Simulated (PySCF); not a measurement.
**[YI2]+: one run**

[YI2]+ (singlet). PySCF 2.14.0, RKS BP86, Y def2-SVP with ECP28, I def2-SVP with ECP28; non-relativistic Hamiltonian with scalar-relativistic core potentials where named; density fitting; no spin-orbit coupling. Purpose: level BP86.

```python
mol = gto.M(atom='''
Y      0.00000    -0.00000    -1.10124
I      2.23057    -0.00000     0.41920
I     -2.23057     0.00000     0.41920''',
    basis={'Y': 'def2-SVP', 'I': 'def2-SVP'},
    ecp={'Y': 'def2-SVP', 'I': 'def2-SVP'},
    charge=1, spin=0)
mf = dft.RKS(mol, xc='B88,P86')
mf.grids.atom_grid = (75, 302)
mf = mf.density_fit()  # fitting sets: Y def2-universal-JKFIT, I def2-universal-JKFIT
mf.conv_tol = 1e-08; mf.max_cycle = 55
mf.kernel(dm0)  # dm0: converged density of the relaxed state
mf.nuc_grad_method().kernel()
```

Run from Python with OMP_NUM_THREADS=2; the lines above give its settings. Where DIIS fails, smearing, a level shift and second-order steps follow.
It took 5.6 s on 2 threads of Intel(R) Xeon(R) Platinum 8259CL CPU @ 2.50GHz (Skylake/Cascade Lake), with other jobs on the host, from an already converged density.

Task: Where do the frontier levels lie, over both spins?

Result: HOMO -11.06 eV, LUMO -8.33 eV. 

Task: What are the Mulliken charges and spins?

Result: 
| atom | charge (e) | spin (e) |
| --- | --- | --- |
| Y1 | 0.930 | 0.000 |
| I2 | 0.035 | 0.000 |
| I3 | 0.035 | 0.000 |

Task: What forces act on the atoms (eV/Å)?

Result: 
```
Y    0.00  0.00 -0.27
I    0.17  0.00  0.13
I   -0.17  0.00  0.13
```
Forces carry noise of the integration grid, about 0.01 to 0.03 eV/Å.

The geometry was relaxed with PBE0 (Y def2-SVP with ECP28, I def2-SVP with ECP28).
